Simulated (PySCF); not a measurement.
Mayer bond orders and bond lengths

Species: C5H8F2O2Si.
Numbering: `[O:1]=[C:2]([SiH3:3])[O:4][C@@:5]1([F:6])[CH2:7][C@H:8]1[CH2:9][F:10]` (hydrogens: H11, H12, H13 on Si3; H14, H15 on C7; H16 on C8; H17, H18 on C9)

Structure used (GFN2-xTB), in Å, numbered top down from 1:
```xyz
18
C5H8F2O2Si angstrom
O      1.3611   -0.0325   -1.4085
C      1.4904   -0.1642   -0.2232
Si     3.0038    0.3367    0.8383
O      0.5253   -0.7055    0.5732
C     -0.6483   -1.1355   -0.0098
F     -0.4983   -2.3971   -0.5181
C     -1.9651   -0.8081    0.6112
C     -1.5985   -0.2393   -0.7418
C     -1.3317    1.2387   -0.9078
F     -0.7720    1.7761    0.2251
H      4.0790   -0.5988    0.5102
H      2.5976    0.2439    2.2354
H      3.3667    1.6925    0.4336
H     -1.9439   -0.1359    1.4553
H     -2.7048   -1.5907    0.6642
H     -2.0709   -0.6741   -1.6131
H     -2.2692    1.7797   -1.0808
H     -0.6299    1.4204   -1.7285
```

Bond orders from the PBE0/pcSseg-1 density (PySCF). One conformer (not necessarily the lowest) at the GFN2-xTB geometry, without solvent, vibrations or thermal averaging. GFN2-xTB frequencies show an imaginary mode (38i cm⁻¹), so this geometry is no minimum at that level.

Q: How far do the computed orders between heavy atoms stray from the drawn ones?

A: The largest departure is 0.202, at C2–Si3 (drawn single, 0.798). Drawn single, order below 0.88: C2–Si3 (0.798) and C9–F10 (0.874).

Q: Give the Mayer order of every bond between heavy atoms, beside its length.

A: 
```json
{"bond": "O1–C2", "drawn as": "double", "length (Å)": "1.200", "Mayer order": "1.933"}
{"bond": "C2–Si3", "drawn as": "single", "length (Å)": "1.915", "Mayer order": "0.798"}
{"bond": "C2–O4", "drawn as": "single", "length (Å)": "1.363", "Mayer order": "0.984"}
{"bond": "O4–C5", "drawn as": "single", "length (Å)": "1.379", "Mayer order": "0.915"}
{"bond": "C5–F6", "drawn as": "single", "length (Å)": "1.368", "Mayer order": "0.929"}
{"bond": "C5–C7", "drawn as": "single", "length (Å)": "1.492", "Mayer order": "0.970"}
{"bond": "C7–C8", "drawn as": "single", "length (Å)": "1.513", "Mayer order": "0.894"}
{"bond": "C8–C9", "drawn as": "single", "length (Å)": "1.511", "Mayer order": "1.005"}
{"bond": "C9–F10", "drawn as": "single", "length (Å)": "1.373", "Mayer order": "0.874"}
{"bond": "C8–C5", "drawn as": "single", "length (Å)": "1.497", "Mayer order": "0.939"}
```

Bonds between the same two heavy elements. C–O: lowest O4–C5 (0.915, 1.379 Å), highest O1–C2 (1.933, 1.200 Å). C–F: lowest C9–F10 (0.874, 1.373 Å), highest C5–F6 (0.929, 1.368 Å). C–C: lowest C7–C8 (0.894, 1.513 Å), highest C8–C9 (1.005, 1.511 Å); in 2 of the 6 pairs the longer bond (by over 0.003 Å) has the higher order (by 0.02 or more).

Q: And the bonds to hydrogen?

A: H–Si: 0.95 (3 bonds); C–H: 0.93 to 0.95 (5 bonds).

Q: Sum the orders of all bonds at each heavy atom with more than one neighbour and set the sums beside the valence in the SMILES.

A: C2 3.715 (drawn 4), Si3 3.646 (drawn 4), O4 1.899 (drawn 2), C5 3.753 (drawn 4), C7 3.740 (drawn 4), C8 3.771 (drawn 4), C9 3.767 (drawn 4). Orders between atoms that aren't bonded are not in these sums.

For a closed shell the Mayer order of atoms A and B is Σ (PS)μν (PS)νμ over the basis functions μ on A and ν on B, with P the density and S the overlap matrix.
